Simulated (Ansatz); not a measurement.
`C[SiH2][GaH2]` + `O=CO` → `O=[C](O)[GaH2]` + `C[SiH3]` at 700 K and 1 bar (formal exchange of groups at a Ga–Si bond).

Gas-phase electronic energies from Ansatz, PBE0-D4/def2-TZVP geometries. CCSD(T)/CBS is the MP2 limit (def2-TZVPP, def2-QZVPP) plus CCSD(T) − MP2 in def2-TZVPP, frozen cores. This one scheme is used for every species. For Ga outer-core shells are correlated without core-valence functions, which leaves a few kJ/mol of doubt a bond. Scalar relativity is left out up to krypton. One conformer a species, not always the lowest.

```tsv
species	CCSD(T)/CBS energy (Eh)	H − E (kJ/mol)	S (J/(mol·K))
`C[SiH2][GaH2]`	-2255.26778	249.5	458.1
`O=CO`	-189.60296	123.9	296.8
`O=[C](O)[GaH2]`	-2114.12453	155.8	408.2
`C[SiH3]`	-330.73916	210.8	332.0
```

H − E and S are ideal-gas, rigid-rotor, harmonic terms from PBE0-D4/def2-TZVP, for one conformer and one mirror image of each species. 1 Eh = 2625.50 kJ/mol, R = 8.31446 J/(mol·K).

Question: By hand: ΔE, ΔH, ΔS and ΔG.

Answer: ΔE = (-2114.12453) + (-330.73916) − (-2255.26778) − (-189.60296) = 0.00705 Eh = 18.5 kJ/mol. Δ(H − E) = 155.8 + 210.8 − 249.5 − 123.9 = -6.8, so ΔH = 11.7 kJ/mol. ΔS = 408.2 + 332.0 − 458.1 − 296.8 = -14.7 J/(mol·K). ΔG = 11.7 − 700 × (-14.7)/1000 = 22.0 kJ/mol.

Question: By hand: the equilibrium constant, and the temperature at which ΔG would vanish if ΔH and ΔS stayed fixed.

Answer: log₁₀ K = −ΔG/(RT ln 10) = -1.6. ΔH and −TΔS have one sign here, so there is no such temperature.

TΔS isn't small against ΔH here. A doubt of 5 kJ/mol in ΔE shifts log₁₀ K by 0.4 here. Other conformers and mirror images would add mixing entropy, several J/(mol·K) or more a flexible species. Modes under 60 cm⁻¹, often nearly free rotors, make the harmonic entropy too high. These are equilibria of isolated gas molecules and say nothing of rates. Largest T1 diagnostic: 0.017 (customary marks: 0.02 for closed shells, 0.045 for open ones).
